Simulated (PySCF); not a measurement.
Molfile (atoms numbered from 1):
```
C4H10BN
     RDKit          3D

 16 16  0  0  0  0  0  0  0  0999 V2000
    2.6929    0.0642    0.2465 B   0  0  0  0  0  0  0  0  0  0  0  0
    1.4044    0.0010   -0.2688 N   0  0  0  0  0  0  0  0  0  0  0  0
    0.1683    0.0395    0.4564 C   0  0  0  0  0  0  0  0  0  0  0  0
   -0.9310    1.0387    0.0409 C   0  0  0  0  0  0  0  0  0  0  0  0
   -1.9732   -0.0353    0.4052 C   0  0  0  0  0  0  0  0  0  0  0  0
   -0.8623   -1.0942    0.2758 C   0  0  0  0  0  0  0  0  0  0  0  0
    3.6315    0.0114   -0.5146 H   0  0  0  0  0  0  0  0  0  0  0  0
    2.8418    0.1712    1.4432 H   0  0  0  0  0  0  0  0  0  0  0  0
    1.2785   -0.0906   -1.2723 H   0  0  0  0  0  0  0  0  0  0  0  0
    0.4108    0.1647    1.5227 H   0  0  0  0  0  0  0  0  0  0  0  0
   -0.9012    1.2146   -1.0471 H   0  0  0  0  0  0  0  0  0  0  0  0
   -0.9635    2.0136    0.5503 H   0  0  0  0  0  0  0  0  0  0  0  0
   -2.8557   -0.1351   -0.2424 H   0  0  0  0  0  0  0  0  0  0  0  0
   -2.3157    0.0683    1.4460 H   0  0  0  0  0  0  0  0  0  0  0  0
   -0.8131   -1.5004   -0.7480 H   0  0  0  0  0  0  0  0  0  0  0  0
   -0.8358   -1.9341    0.9862 H   0  0  0  0  0  0  0  0  0  0  0  0
  1  2  1  0
  2  3  1  0
  3  4  1  0
  4  5  1  0
  5  6  1  0
  6  3  1  0
  1  7  1  0
  1  8  1  0
  2  9  1  0
  3 10  1  0
  4 11  1  0
  4 12  1  0
  5 13  1  0
  5 14  1  0
  6 15  1  0
  6 16  1  0
M  END
```

Rapidly exchanging positions averaged, non-relativistic Hamiltonian, gas phase, one conformer. Coordinates at the PBE0-D3(BJ)/def2-SVP level; shieldings: GIAO PBE0/pcSseg-1; PySCF 2.14.

Shifts are taken against calculated references (same method and geometry level): 13C (σ = 184.41 ppm) and 1H (σ = 31.27 ppm) vs TMS; 11B (σ = 100.73 ppm) against BF3·OEt2; 15N (σ = 265.67 ppm) against NH3.

| atoms | nucleus | count | δ (ppm) |
| --- | --- | --- | --- |
| H9 | 1H | 1 | 4.62 |
| H10 | 1H | 1 | ? |
| H13 | 1H | 1 | 1.47 |
| H14 | 1H | 1 | 1.45 |
| H11/H15 | 1H | 2 | ? |
| C5 | 13C | 1 | ? |
| H12/H16 | 1H | 2 | ? |
| N2 | 15N | 1 | 173.1 |
| B1 | 11B | 1 | 36.2 |
| C4/C6 | 13C | 2 | 36.1 |
| C3 | 13C | 1 | 57.6 |
| H7/H8 | 1H | 2 | 4.61 |

Question: Fill in the missing shifts.

Answer: 
- C5: 15.1 ppm, sp3 CH2 in a ring; a saturated carbon with 2 carbon neighbours and no heteroatom attached
- H10: 3.55 ppm, hydrogen on an sp3 CH bonded to N; its carbon carries N, an electronegative neighbour
- H12/H16: 2.24 ppm, hydrogen on an sp3 CH2 in a ring
- H11/H15: 1.66 ppm, hydrogen on an sp3 CH2 in a ring

OH and NH positions are those of a molecule without intermolecular hydrogen bonds; in solution they move with solvent, concentration and temperature, and exchange usually removes their couplings. Hydrogens on boron are broadened and split by 11B (spin 3/2, 80 %) and 10B (spin 3). Shifts are as computed. Against solution values, carbons near 30 ppm lie about +2 ppm off and those near 130 ppm about +5 ppm. Of 1313 compounds with measured shifts, 239 miss one by over three times the rms of a fit or turn the order of signals round; such compounds aren't used in these exercises. Experimental scales use liquid or dissolved standards, which lie at an offset from isolated NH3 (liquid NH3: subtract about 20 ppm). Unscaled 15N shifts of sp2 nitrogen come out 20 to 40 ppm too high even then.
